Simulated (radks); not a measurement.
Values are calculated unless marked as measured or tabulated.
N5+, configuration [He].

Level of theory: scalar-relativistic Kohn-Sham, PBE, spin-polarised, spherical densities, point nucleus (a radial shooting solver on a logarithmic mesh with Libxc functionals).

Energy parts (Ry):
part                      energy
total                  -89.46917
kinetic                 89.48627
electron-nucleus      -187.29898
Hartree                 16.57454
exchange-correlation    -8.23100

Orbitals (lengths in bohr, moments of r in powers of bohr; <r^-3> diverges for s and p1/2; r(max) is where P^2 peaks):
1s: occ. 2; eigenvalue (Ry) -37.58377; <1/r> 6.689; r(max) 0.1476

The highest occupied level is 1s at -511.35 eV. For comparison, the ionisation energy in NIST's Atomic Spectra Database is 552.07 eV (theoretical). In exact Kohn-Sham theory the highest level is minus the ionisation energy, but local and semilocal functionals leave it too shallow, through self-interaction and a potential that decays too fast; potentials with the right tail come closer.
